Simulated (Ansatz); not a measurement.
Basis-set extrapolation for CH4AlCl3O (`C[OH+][Al-]([Cl])([Cl])[Cl]`) (PBE0-D4/def2-TZVP geometry, frozen core, Ansatz). Multiplicity 1, RHF reference.

```
                       def2-TZVPP    def2-QZVPP
                 HF  -1735.835767  -1735.886779
    MP2 correlation     -1.060223     -1.158460
CCSD(T) correlation     -1.169323       not run
```

Energies in hartree. Use E(X) = E(∞) + A·exp(−7.88·√X) for Hartree–Fock and E(X) = E(∞) + B·X^(−2.97) for correlation, with X = 3 and 4, and add CCSD(T) minus MP2 of the smaller set to the MP2 limit.

Problem. What is the CCSD(T) energy at the basis-set limit?

Solution. HF limit: -1735.886779 + (-0.051012) × 0.13774 = -1735.89381. MP2 limit: -1.158460 + (-0.098237) × 0.74074 = -1.23123. Higher-order term: -1.169323 − (-1.060223) = -0.10910. Total: -1737.23414 hartree, 6.23 eV below CCSD(T)/def2-TZVPP.
